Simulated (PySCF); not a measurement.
O₃Sn, SMILES [O]1[O][Sn]1=[O].

Geometry optimised at B3LYP-D3(BJ)/def2-SVP. The def2 effective core potentials stand for the cores of Sn; spin–orbit coupling is left out.

Two levels are set side by side: TDDFT-PBE/def2-SVPD (PySCF) and TDDFT-LC-ωPBE/def2-SVPD (PySCF). Vertical, same geometry. The lowest singlet is HOMO→LUMO 100 % with PBE and HOMO→LUMO 96 % with the other functional; states are paired by order. Differences are taken from unrounded values.

| quantity | TDDFT-PBE |
|---|---|
| lowest singlet excitation (eV) | 1.58 |
| lowest triplet excitation (TDA) (eV) | 1.31 |

These are the TDDFT-PBE values. What does TDDFT-LC-ωPBE give? (An estimate is asked for; the answer gives what the named calculation found.)


| quantity | TDDFT-LC-ωPBE | TDDFT-PBE minus TDDFT-LC-ωPBE |
|---|---|---|
| lowest singlet excitation (eV) | 3.33 | -1.75 |
| lowest triplet excitation (TDA) (eV) | 2.29 | -0.98 |

Functionals without exact exchange tend to place singlet excitations lower, as here. Differences between two approximate levels are no errors against the true value.

Rough cost on one machine, each run with all the roots and properties that it gave: TDDFT-LC-ωPBE against TDDFT-PBE about 4 times.
